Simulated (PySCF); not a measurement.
bromotrifluoromethane (CBrF3), SMILES FC(F)(F)Br.

Geometry optimised at B3LYP-D3(BJ)/def2-SVP.

The numbers are results of TDA-LC-ωPBE/def2-SVPD (PySCF), not measurements.

Vertical excitations; the highest root listed may be one member of a degenerate set. Gas-phase values at a fixed geometry. State labels are in the subgroup Cs.

Computed UV-visible absorptions:
| state | symmetry | energy (eV) | λ (nm) | f | main pairs |
|---|---|---|---|---|---|
| S1 | A" | 6.32 | 196 | 0.000 | HOMO→LUMO (degenerate set) |
| S2 | A' | 6.32 | 196 | 0.000 | HOMO−1→LUMO (degenerate set) |
| S3 | A" | 9.34 | 133 | 0.148 | HOMO→LUMO+1 (degenerate set) |
| S4 | A' | 9.34 | 133 | 0.148 | HOMO−1→LUMO+1 (degenerate set) |
| S5 | A' | 9.72 | 128 | 0.265 | HOMO−2→LUMO 69 % |
| S6 | A' | 10.33 | 120 | 0.000 | HOMO→LUMO+4, HOMO−1→LUMO+3, HOMO→LUMO+5, HOMO−1→LUMO+6 (degenerate set) |
| S7 | A" | 10.33 | 120 | 0.000 | HOMO→LUMO+3, HOMO−1→LUMO+4, HOMO→LUMO+6, HOMO−1→LUMO+5 (degenerate set) |
| S8 | A" | 10.42 | 119 | 0.000 | HOMO−1→LUMO+4 36 %, HOMO→LUMO+3 36 %, HOMO−1→LUMO+5 11 %, HOMO→LUMO+6 11 % |
| S9 | A" | 10.57 | 117 | 0.000 | HOMO−3→LUMO 86 % |
| S10 | A" | 10.61 | 117 | 0.010 | HOMO→LUMO+2 84 % |
| T1 | A" | 5.41 | 229 | 0 | HOMO→LUMO (degenerate set) |
| T2 | A' | 5.41 | 229 | 0 | HOMO−1→LUMO (degenerate set) |
| T3 | A' | 7.34 | 169 | 0 | HOMO−2→LUMO 82 % |
| T4 | A" | 9.01 | 138 | 0 | HOMO→LUMO+1 79 % |
Triplets are in the Tamm–Dancoff approximation.
